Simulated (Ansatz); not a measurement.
Ansatz (a quantum-chemistry and plane-wave program) input (CCSD(T)/aug-cc-pV(D+d)Z):
A basis named .json is the Basis Set Exchange file of that set.

Ansatz 0.2 input:
```yaml
crystal:
  periodic: [false, false, false]
  atoms:
    - {symbol: C, position_ang: [-3.71588591, -0.42392176, -0.07768194]}
    - {symbol: C, position_ang: [-2.41756925, -0.83825761, 0.50928584]}
    - {symbol: C, position_ang: [-1.20161658, -0.28887500, -0.23943464]}
    - {symbol: C, position_ang: [0.11826500, -0.70080328, 0.40130115]}
    - {symbol: C, position_ang: [1.36194998, -0.21560799, -0.32454574]}
    - {symbol: C, position_ang: [2.64973599, -0.76049925, 0.26039812]}
    - {symbol: Cl, position_ang: [1.43095271, 1.61335379, -0.29205688]}
    - {symbol: H, position_ang: [-3.80014978, 0.50285475, -0.62985861]}
    - {symbol: H, position_ang: [-4.62488316, -0.96713500, 0.14035838]}
    - {symbol: H, position_ang: [-2.36283841, -1.93244386, 0.56023706]}
    - {symbol: H, position_ang: [-2.35738573, -0.50524773, 1.55959442]}
    - {symbol: H, position_ang: [-1.26294959, 0.80084933, -0.27702420]}
    - {symbol: H, position_ang: [-1.22910239, -0.63814009, -1.27643266]}
    - {symbol: H, position_ang: [0.17826811, -1.79518024, 0.43374766]}
    - {symbol: H, position_ang: [0.15870766, -0.35611578, 1.43882959]}
    - {symbol: H, position_ang: [1.29418326, -0.45386087, -1.38575247]}
    - {symbol: H, position_ang: [3.51815121, -0.37921233, -0.27483034]}
    - {symbol: H, position_ang: [2.74303487, -0.48443734, 1.31148081]}
    - {symbol: H, position_ang: [2.64949273, -1.85115591, 0.18868026]}
basis:
  gaussian:
    orbitals: aug-cc-pV_D+d_Z.json
magnetization: {spin_polarized: true, initial_magnetization: 1}
correlation: {method: ccsd_t, electrons: outside_noble_gas}
output: {forces: true}
```

End of the output:

```
Atom 5 at     2.649736    -0.760499     0.260398 Å, force    -0.027993    -0.001618     0.013678 eV/Å
Atom 6 at     1.430953     1.613354    -0.292057 Å, force    -0.009672     0.062848     0.036115 eV/Å
Atom 7 at    -3.800150     0.502855    -0.629859 Å, force    -0.047067     0.454779    -0.261608 eV/Å
Atom 8 at    -4.624883    -0.967135     0.140358 Å, force    -0.443928    -0.256837     0.104722 eV/Å
Atom 9 at    -2.362838    -1.932444     0.560237 Å, force     0.028756    -0.453252    -0.007031 eV/Å
Atom 10 at    -2.357386    -0.505248     1.559594 Å, force     0.029891     0.146727     0.391728 eV/Å
Atom 11 at    -1.262950     0.800849    -0.277024 Å, force    -0.031788     0.497884    -0.006051 eV/Å
Atom 12 at    -1.229102    -0.638140    -1.276433 Å, force    -0.001623    -0.172768    -0.465964 eV/Å
Atom 13 at     0.178268    -1.795180     0.433748 Å, force     0.026197    -0.483386     0.000062 eV/Å
Atom 14 at     0.158708    -0.356116     1.438830 Å, force     0.023178     0.177921     0.464874 eV/Å
Atom 15 at     1.294183    -0.453861    -1.385752 Å, force    -0.034252    -0.120623    -0.500481 eV/Å
Atom 16 at     3.518151    -0.379212    -0.274830 Å, force     0.384614     0.180209    -0.250732 eV/Å
Atom 17 at     2.743035    -0.484437     1.311481 Å, force     0.026376     0.143870     0.473439 eV/Å
Atom 18 at     2.649493    -1.851156     0.188680 Å, force    -0.010925    -0.477177    -0.042933 eV/Å
Dipole moment:     0.003640    -0.444812     0.054431 e Å
```

It need not be the lowest isomer of its formula.
